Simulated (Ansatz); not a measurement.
`BOC[SiH](F)F`. The species carries charge 0 and has multiplicity 1. The geometry is a stationary point of PBE0-D4/def2-TZVP. It is one conformer, not always the lowest.

```xyz
11

B     1.291    0.118    1.660
O     1.065   -0.290    0.401
C    -0.222   -0.705   -0.043
Si   -0.821    0.472   -1.367
F    -2.296    0.044   -1.772
F     0.084    0.343   -2.661
H     0.393    0.124    2.460
H     2.405    0.463    1.919
H    -0.934   -0.736    0.790
H    -0.141   -1.719   -0.448
H    -0.825    1.884   -0.940
```

Question: What is the dipole moment at r2SCAN/def2-TZVPP? (Best estimate.)

Answer: The calculation gave: 1.38 D, with components (-0.72, -0.40, 1.11) D in this frame, pointing from negative to positive charge.

Question: And with PBE, B3LYP, ωB97M-V? (An estimate is asked.)

Answer: Ansatz gave: PBE 1.30 D, B3LYP 1.46 D, ωB97M-V 1.44 D.

Question: Give the Mulliken charges with r2SCAN, PBE, ωB97M-V in def2-TZVPP. (An estimate is asked.)

Answer: Ansatz gave: 
| atom | r2SCAN | PBE | ωB97M-V |
| --- | --- | --- | --- |
| B1 | 0.12 | 0.03 | -0.01 |
| O2 | -0.27 | -0.19 | -0.27 |
| C3 | -0.05 | -0.08 | -0.15 |
| Si4 | 0.81 | 0.70 | 0.76 |
| F5 | -0.31 | -0.27 | -0.30 |
| F6 | -0.31 | -0.26 | -0.30 |
| H7 | -0.04 | -0.02 | 0.04 |
| H8 | -0.01 | 0.00 | 0.05 |
| H9 | 0.07 | 0.08 | 0.10 |
| H10 | 0.08 | 0.11 | 0.13 |
| H11 | -0.09 | -0.09 | -0.05 |

B3LYP here is the variant with VWN-RPA as its local correlation; programs differ in this.
